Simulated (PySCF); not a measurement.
## Electron correlation in Ge+ (germanium, charge +1)

[Ar] 3d10 4s2 4p1, 2P determinant. All numbers are calculated (PySCF 2.14, no relativity, point nucleus, in 6-31G*). Frozen: [Ar] 3d10; 3 electrons correlated.

MP2 pair energies summed by pair of shells (mhartree):

| pair | energy | share (%) |
| --- | --- | --- |
| 4s-4s | -18.20 | 59.1 |
| 4s-4p | -12.59 | 40.9 |

Total MP2 correlation energy: -30.79 mhartree.

Same-spin part -1.91 and opposite-spin part -28.88 mhartree; SCS-MP2 scales them by 1/3 and 6/5 to -35.29 mhartree.

| level | correlation energy (mhartree) |
| --- | --- |
| CCSD | -45.87 |
| (T) | -0.46 |
| CCSD(T) | -46.33 |

Diagnostics: T1 = 0.0089, D1 = 0.0212, largest double amplitude 0.099.

Question: Is a single reference adequate?

Answer: Mostly. T1 lies below 0.03, but a double amplitude of this size points to a near-degeneracy that CCSD handles and MP2 describes poorly.
